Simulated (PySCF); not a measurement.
C6H2F2O2S.
SMILES with atom numbers: `[O:1]=[C:2]([F:3])[c:4]1[cH:5][cH:6][c:7]([C:8](=[O:9])[F:10])[s:11]1`

Definitions: NICS(0) = −σiso at the ring centroid; NICS(1) = −σiso and NICS(1)zz = −σzz at ±1 Å along the ring normal z. Level: GIAO PBE0/pcSseg-1 (PySCF, non-relativistic, gas phase) on the GFN2-xTB geometry, one conformer.

Ring bond lengths (Å), with Mayer bond orders in brackets: C4–C5 1.382 (1.41), C5–C6 1.393 (1.33), C6–C7 1.382 (1.41), C7–S11 1.725 (1.16), S11–C4 1.725 (1.16).

Give the NICS values of each ring in ppm.

```
           ring                                               type  NICS(0)  NICS(1), two faces  NICS(1)zz, two faces  rms pucker (Å)  centre to ring atoms, mean (Å)
C4–C5–C6–C7–S11  5-membered ring with S; formal bonds all aromatic    -12.1       -11.1 / -11.1         -24.0 / -24.0            0.00                            1.29
```

What do they say, and how far can they be read as aromaticity?

- C4–C5–C6–C7–S11: mean NICS(1)zz -24.0 ppm, shielded, aromatic by this magnetic criterion (flat ring, no four-coordinate atom).

How equal are the bonds by HOMA? HOMA = 1 − mean of α(R − Ropt)² over the ring bonds, with Krygowski's 1993 parameters (CC: Ropt 1.388 Å, α 257.7 Å⁻²; CS: Ropt 1.677 Å, α 94.09 Å⁻²).

- C4–C5–C6–C7–S11: HOMA 0.91; the largest term is that of C7–S11, α(R − Ropt)² = 0.22. The geometric and the magnetic index point the same way.

What are the shieldings of the ring atoms and their hydrogens in the same run (means over atoms taken as equivalent)?

```csv
atoms,environment,σ isotropic (ppm)
C4 (×2),substituted aromatic carbon,38.8
C5 (×2),aromatic CH carbon,43.7
S11,thiophene-type sulfur,218.7
H on C5 (×2),aromatic hydrogen,23.69
```

Conformer computed: `[O:1]=[C:2]([F:3])[c:4]1[cH:5][cH:6][c:7]([C:8](=[O:9])[F:10])[s:11]1`: O1–C2–C4–C5 180°, C6–C7–C8–O9 180°.
